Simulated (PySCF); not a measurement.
## Working with the constants of CaB⁺

UHF-CCSD(T) constants of CaB⁺, ³Π (triplet), unpaired electrons σ ↑, π ↑ (PySCF, spin-free X2C with a Gaussian nucleus, basis sets Ca x2c-SVPall, B x2c-SVPall; masses 39.9626 and 11.0093 u):

```
ωe              : 350.1 cm⁻¹
ωexe            : 6.17 cm⁻¹
Be              : 0.29891 cm⁻¹
αe              : 0.00468 cm⁻¹
D (centrifugal) : 8.72e-07 cm⁻¹
De to Ca⁺ + B   : 0.54 eV
```

(1) Give the vibrational terms G(v) and spacings up to v = 6.

(2) How well does the Morse estimate ωe²/(4ωexe) reproduce De, and what is D0?

Correlated steps freeze 6 core orbitals. Correlated levels converge slowly with the basis: in double zeta they bind strong bonds too weakly, by up to about 1 eV, and carry superposition errors of some tenths. For an ion De counts to the pair picked by the measured ionisation energies or electron affinities, which need not be the lowest pair at this level. The state was picked by a PBE0 search and need not be the measured ground state.

Answers

(1) G(v) = ωe(v+½) − ωexe(v+½)².

| v | G(v) (cm⁻¹) | G(v) − G(v−1) | Bv (cm⁻¹) |
| --- | --- | --- | --- |
| 0 | 174 |  | 0.2966 |
| 1 | 511 | 338 | 0.2919 |
| 2 | 837 | 325 | 0.2872 |
| 3 | 1150 | 313 | 0.2825 |
| 4 | 1451 | 301 | 0.2778 |
| 5 | 1739 | 288 | 0.2732 |
| 6 | 2015 | 276 | 0.2685 |

(2) It gives 0.62 eV, 114 % of the computed De. D0 = De − G(0) = 0.54 − 0.02 = 0.52 eV.
